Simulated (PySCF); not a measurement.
# Structure elucidation problem

Molecular formula: C₆H₃FNP. Simulated spectra:

1H NMR (400 MHz, computed): δ 8.22 (m, 1H), 7.96 (m, 1H), 7.90 (m, 1H).

13C{1H} NMR (computed): δ 211.5 (C), 149.1 (C), 143.2 (CH), 138.4 (CH), 129.3 (CH), 124.6 (C).

[PySCF 2.14.0 with density-fitted response routines: GIAO PBE0/pcSseg-1 shieldings; geometry from GFN2-xTB; one conformer; gas phase; no relativistic terms]

References, each an isolated molecule treated in the same way: 1H, 13C vs TMS.

**Question.** What is the structure?

**Answer.** 
6 carbon signals for 6 carbons: no two carbons are equivalent. Carbon types of the structure: 3 × C, 3 × CH, which accounts for all hydrogens. δC 211.5: aromatic carbon bearing fluorine; an ipso carbon deshielded by its heteroatom. δC 149.1: substituted aromatic carbon. δC 143.2, 138.4, 129.3: aromatic CH. δC 124.6: nitrile carbon; this is the usual window of a C≡N carbon, which has no attached hydrogen. δH 8.22, 7.96, 7.90: hydrogen on an aromatic CH; aromatic region.

The compound is `N#Cc1cccc(F)p1`.

This is the structure that produced the data.

Splittings by 19F and 31P in the carbon and heteronuclear signals aren't shown, as no couplings were computed. Shifts are as computed. Against solution values, carbons near 30 ppm lie about +3 ppm off and those near 130 ppm about +5 ppm. Of 1211 compounds with measured shifts, 218 miss one by over three times the rms of a fit or turn the order of signals round; such compounds aren't used in these exercises. No couplings were computed; multiplicities are counted from neighbouring protons, with m where these are inequivalent, close in shift, in a saturated or five-membered ring or joined by F or P, and br s for small geminal =CH2 splittings.
